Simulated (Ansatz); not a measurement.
Total energies of Br2H2O2Si (`O[Si](O)(Br)Br`).

```xyz
7

O    -0.135    1.202    0.762
Si   -0.134   -0.111   -0.192
O     0.070   -1.428    0.723
Br   -2.040   -0.374   -1.244
Br    1.481    0.102   -1.692
H    -0.079    2.065    0.346
H     0.837   -1.455    1.298
```

The species carries charge 0 and has multiplicity 1. Correlated methods include outer-core shells of Br, which these sets cover unevenly. Scalar relativity is left out up to krypton. The structure was optimised at the PBE0-D4/def2-TZVP level. It is one conformer, not always the lowest. Basis def2-TZVPP, Ansatz.

RPA on PBE orbitals: Hartree–Fock energy of these orbitals -5584.88788 Eh, correlation -1.70747 Eh (frozen core).

```json
{"functional": "LDA (SPW92)", "energy without D4 (Eh)": "-5580.40950", "D4 term (kJ/mol)": "–"}
{"functional": "r2SCAN", "energy without D4 (Eh)": "-5589.62486", "D4 term (kJ/mol)": "-5.2"}
{"functional": "B97M-V", "energy without D4 (Eh)": "-5588.70321", "D4 term (kJ/mol)": "–"}
{"functional": "PBE0", "energy without D4 (Eh)": "-5588.87250", "D4 term (kJ/mol)": "-20.2"}
{"functional": "r2SCANh", "energy without D4 (Eh)": "-5589.61308", "D4 term (kJ/mol)": "-5.7"}
{"functional": "HSE06 (plane-wave form)", "energy without D4 (Eh)": "-5588.86871", "D4 term (kJ/mol)": "-19.1"}
{"functional": "LC-ωPBE", "energy without D4 (Eh)": "-5588.85881", "D4 term (kJ/mol)": "–"}
{"functional": "ωB97X-V", "energy without D4 (Eh)": "-5589.17930", "D4 term (kJ/mol)": "–"}
{"functional": "B2PLYP", "energy without D4 (Eh)": "-5588.77040", "D4 term (kJ/mol)": "–"}
{"functional": "PBE-QIDH", "energy without D4 (Eh)": "-5588.15699", "D4 term (kJ/mol)": "–"}
```

Problem. Give the same for PBE, revPBE, BLYP, B3LYP, r2SCAN0, BHLYP, CAM-B3LYP, ωB97M-V. (Estimate.)

Solution. Ansatz gave: 
```
functional  energy without D4 (Eh)  D4 term (kJ/mol)
       PBE             -5588.66521             -23.7
    revPBE             -5589.18346             -60.8
      BLYP             -5589.76567             -51.2
     B3LYP             -5589.81810             -39.1
   r2SCAN0             -5589.59689              -6.4
     BHLYP             -5589.65964             -34.1
 CAM-B3LYP             -5589.96012             -21.0
   ωB97M-V             -5589.40729                 –
```

B3LYP takes the VWN-RPA correlation (the form of Gaussian; ORCA's B3LYP/G). HSE06 is the plane-wave form, built on full-range PBE exchange. The double hybrids freeze the cores in their second-order part.

LC-ωPBE has ω = 0.4 bohr⁻¹.
